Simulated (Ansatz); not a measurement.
Cu5O4⁺, relaxed as a singlet with RKS PBE0-D4/def2-SVP in Ansatz, starting from the GFN1-xTB geometry. Force threshold 0.02 eV/Å.

The structure comes from a short search, and lower isomers may exist.

Start:

```xyz
9

Cu    0.643    3.329   -0.339
Cu    0.033   -1.980   -0.509
Cu   -1.406   -0.983    2.161
Cu    0.858   -0.080   -1.472
Cu   -0.077    1.261    0.414
O     0.893   -1.731   -1.940
O     0.858    1.650   -1.044
O    -0.834   -2.096    0.961
O    -0.969    0.629    1.768
```

```tsv
step	energy (eV)	largest force component (eV/Å)	SCF passes
1	-231302.9129	1.876	109
2	-231303.1882	1.362	64
3	-231303.4928	0.531	85
4	-231303.6088	0.242	76
5	-231303.6641	0.239	68
6	-231303.6978	0.075	66
7	-231303.7141	0.161	69
8	-231303.7250	0.262	65
9	-231303.7357	0.243	55
10	-231303.7450	0.146	60
11	-231303.7523	0.150	52
12	-231303.7624	0.217	57
13	-231303.7703	0.230	58
14 (rejected)	-231303.7386	0.707	61
15	-231303.7896	0.171	61
16	-231303.8046	0.095	58
17	-231303.8108	0.070	57
18	-231303.8112	0.120	56
19	-231303.8121	0.039	55
20	-231303.8123	0.004	55
```

Force components are those of the run's own axes.

End:

```xyz
9

Cu    1.2445    3.6627   -1.3682
Cu   -0.0220   -2.6081   -0.5521
Cu   -1.3238   -1.2273    1.9626
Cu    0.7831    0.3015   -1.2332
Cu   -0.1898    1.3324    0.6428
O     0.7444   -1.4086   -1.5530
O     0.7267    2.0419   -0.7454
O    -0.9161   -2.5843    0.9454
O    -1.0470    0.4896    1.9011
```

By distances, no bond broke or formed, bridged metal pairs apart. The bond that changes most is Cu2–O6, from 1.69 to 1.74 Å (atoms count from 1). Metal–metal contacts that move far: Cu1–Cu5 2.32 to 3.40 Å, Cu2–Cu4 2.28 to 3.09 Å. The end is the same structure that another start reached.

No frequencies were taken in this run, so the end may be a saddle point.

Hardware: 4 threads of Intel Xeon on a shared host. Wall time 8.7 min, peak host memory 1.1 GiB.
